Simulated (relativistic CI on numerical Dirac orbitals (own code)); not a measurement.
Method of calculation: Dirac-Coulomb-Breit CI, separate exchange-only KLI orbitals for each configuration, a model potential for QED, unscaled Slater integrals (own radial code, finite nucleus).

The strongest absorption lines from the ground level of an ion, among the configurations computed and to levels below about 688 eV (vacuum wavelength in nm, gf): 3.5335 (1.8), 3.5388 (2.5), 3.5418 (4), 3.7774 (0.082), 4.5050 (0.65), 5.3386 (2.5), 5.4346 (1.3), 5.9290 (0.097).

Q: Which ion is it?
A. Tl⁴⁴⁺
B. Ac⁵⁴⁺
C. Tl⁴⁶⁺
D. Ir⁴²⁺

A: C. Tl⁴⁶⁺ has 35 electrons and the ground level 4s2 4p5 2P°_3/2; the strongest line goes to 4s2 4p4 4d 2D_5/2. The pattern of lines fixes the number of electrons, and along that sequence the line energies rise steadily with the charge (about as its square where n changes within one kind of shell, about linearly where n is kept but much faster in heavy ions where fine structure, which grows about as Z⁴, sets the gap, and irregularly where shells cross), which fixes Z. Configurations outside the model, such as inner-shell arrays, can give stronger lines. At this charge energies of transitions that change n are usually good to better than 1 %, and those within a shell (Δn = 0) to a few per cent.

LS names give the leading component of a level, which can be under half, so a name can repeat, a term be missing and a line seem to break the LS rules.
